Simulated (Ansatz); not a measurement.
Born–Oppenheimer molecular dynamics of FH3S2Si (7 atoms, charge 0, multiplicity 1). It starts from a relaxed structure.

The calculation used RHF/cc-pVDZ (Ansatz).

```json
{
  "ensemble": "NVT, Nosé–Hoover chain",
  "time step": "3 fs",
  "steps asked": "120",
  "set temperature": "300 K",
  "thermostat": "time constant 20 fs, chain length 5",
  "seed": "770531"
}
```

First frame:

```xyz
7
Properties=species:S:1:pos:R:3
F -1.159 -1.284 0.093
Si 0.039 -0.194 -0.095
S 0.846 0.447 1.775
S -0.804 1.548 -1.003
H 1.060 -0.882 -0.900
H 1.714 -0.570 1.892
H -1.635 0.867 -1.807
```

Q: What does the run give?

A: All steps were run.

```yaml
steps_done: 120
time_covered: 360 fs
mean_temperature_over_the_second_half: 315 K
spread_of_the_potential_energy_over_the_second_half: 11.6 meV per atom
mean_potential_energy_of_the_second_half_above_the_start: 38.1 meV per atom
```

The conserved energy wandered by up to 21.8 meV per atom (net 10.8 meV per atom), which is poor conservation. A step of 3 fs is long for free X–H stretches (periods near 10 fs) and can bias their spread and the temperature. A run of 0.36 ps of so small a system gives no equilibrium averages.

Q: What happens to the structure?

A: The same pairs are bonded in the first frame and the last. Pairs count as bonded within 1.25 times the sum of covalent radii (0.12 Å more for H–H). The details hang on the random start.

Q: How do temperature and energy run in time?

A: 
```csv
time (fs),T (K),potential energy less start (eV),conserved less start (meV/atom)
0.0,300,0.000,0.00
18.0,248,0.126,9.96
36.0,463,0.094,2.77
54.0,494,0.267,6.60
72.0,236,0.236,2.49
90.0,271,0.230,11.08
108.0,349,0.098,0.46
126.0,259,0.190,7.92
144.0,235,0.220,5.65
162.0,494,0.221,3.85
180.0,422,0.393,19.01
198.0,247,0.297,-0.12
216.0,286,0.371,12.89
234.0,421,0.252,7.75
252.0,335,0.144,0.97
270.0,182,0.283,11.67
288.0,261,0.184,-0.26
306.0,321,0.322,13.53
324.0,390,0.319,10.46
342.0,442,0.160,3.31
360.0,189,0.199,10.80
```

The run took 2.5 min on 1 CPU thread of a shared host.
